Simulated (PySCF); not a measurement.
This PySCF input asks for the NMR shieldings of SMILES C=CCC[SiH2][SiH2]C#N, C$_{5}$H$_{11}$NSi$_{2}$; the geometry comes from GFN2-xTB.

```python
import basis_set_exchange as bse
import numpy as np
from pyscf import gto, dft
from pyscf.prop import nmr

atoms = """
C    -2.051543    1.281863    0.322491
C    -1.955405   -0.031739    0.237624
C    -0.863168   -0.841376    0.855879
C    -0.078793   -1.624546   -0.201124
Si    0.702662   -0.504585   -1.530814
Si    1.946544    1.192595   -0.558703
C     2.367501    0.716514    1.200031
N     2.598523    0.384597    2.272951
H    -2.855715    1.829834   -0.138738
H    -1.332970    1.864757    0.876034
H    -2.692052   -0.599000   -0.317767
H    -0.186559   -0.188238    1.412497
H    -1.303570   -1.545714    1.569542
H    -0.743224   -2.350215   -0.675189
H     0.702173   -2.199901    0.300795
H     1.538493   -1.360799   -2.387617
H    -0.348843    0.052267   -2.393321
H     1.279606    2.490032   -0.395080
H     3.266537    1.442904   -1.151151
"""
names = dict.fromkeys(["C", "Si", "N", "H"], "pcSseg-1")
basis = {el: gto.basis.parse(bse.get_basis(n, elements=[el], fmt="nwchem")) for el, n in names.items()}
mol = gto.M(atom=atoms, basis=basis, charge=0, verbose=0)
mf = dft.RKS(mol, xc="PBE0")
mf.grids.level = 2
mf.grids.alignment = dft.numint.BLKSIZE   # the property module wants whole blocks of grid points
mf.conv_tol = 1e-9
mf.kernel()

calc = nmr.RKS(mf)   # GIAO
C = mf.mo_coeff
Co = C[:, mf.mo_occ > 0]
resp = mf.gen_response(singlet=True, hermi=2)
def vind(x):   # induced exchange potential for any number of trial vectors
    d = np.einsum("pi,xij,qj->xpq", C, 2 * x.reshape(-1, C.shape[1], Co.shape[1]), Co, optimize=True)
    return np.einsum("xpq,pi,qj->xij", resp(d - d.transpose(0, 2, 1)), C, Co, optimize=True).ravel()
mo1, _ = nmr.rhf.solve_mo1(calc, with_cphf=vind)
sigma = calc.kernel(mo1)
for i, s in enumerate(sigma):   # ppm
    w = np.linalg.eigvalsh((s + s.T) / 2)
    print("%2d %-2s iso %8.1f  s11 %8.1f  s22 %8.1f  s33 %8.1f" % (i, mol.atom_pure_symbol(i), w.mean(), *w))
```

Q: What are the results?

A: 
```
 0 C  iso     63.9  s11    -48.0  s22     82.5  s33    157.2
 1 C  iso     37.6  s11    -84.0  s22     41.4  s33    155.4
 2 C  iso    151.1  s11    140.8  s22    148.0  s33    164.5
 3 C  iso    176.1  s11    167.5  s22    171.9  s33    189.0
 4 Si iso    429.9  s11    399.7  s22    419.9  s33    470.1
 5 Si iso    454.6  s11    431.5  s22    459.8  s33    472.6
 6 C  iso     63.3  s11    -52.1  s22    -46.2  s33    288.2
 7 N  iso   -102.6  s11   -303.0  s22   -299.2  s33    294.6
 8 H  iso     26.3  s11     23.4  s22     25.5  s33     30.2
 9 H  iso     26.2  s11     22.5  s22     26.0  s33     29.9
10 H  iso     25.7  s11     22.8  s22     25.8  s33     28.4
11 H  iso     29.2  s11     25.4  s22     28.8  s33     33.3
12 H  iso     28.9  s11     24.3  s22     26.9  s33     35.3
13 H  iso     30.5  s11     25.7  s22     28.3  s33     37.4
14 H  iso     30.3  s11     26.5  s22     27.4  s33     36.9
15 H  iso     27.8  s11     24.0  s22     25.4  s33     33.9
16 H  iso     27.7  s11     24.2  s22     26.4  s33     32.6
17 H  iso     27.5  s11     24.9  s22     25.1  s33     32.4
18 H  iso     27.5  s11     23.7  s22     25.4  s33     33.5
```

These numbers come from an equivalent density-fitted implementation of the same equations, which agrees with the script to about 0.01 ppm for H and up to a few tenths of a ppm for heavy atoms, so last digits may differ.

Q: Turn these shieldings into chemical shifts. Shifts are taken against calculated references (same method and geometry level): TMS for ¹³C (σref 186.93) and ²⁹Si (σref 349.16) and ¹H (σref 31.72); ¹⁵N (σref 267.73) against NH3.

A: Averaging equivalent atoms: C 1: 149.3; C 6: 123.6; C 0: 123.1; C 2: 35.8; C 3: 10.8; Si 4: -80.8; Si 5: -105.5; N 7: 370.3; H 10: 6.05; H 9: 5.55; H 8: 5.37; H 17/18: 4.23; H 15/16: 3.97; H 11/12: 2.71; H 13/14: 1.34 ppm. Experimental scales use liquid or dissolved standards, which lie at an offset from isolated NH3 (liquid NH3: subtract about 20 ppm). Unscaled 15N shifts of sp2 nitrogen come out 20 to 40 ppm too high even then.

Size and cost of the density-fitted run: 205 basis functions, 87 s wall time on 1 thread of an Arm Neoverse N1, shared host; peak memory 0.93 GiB.
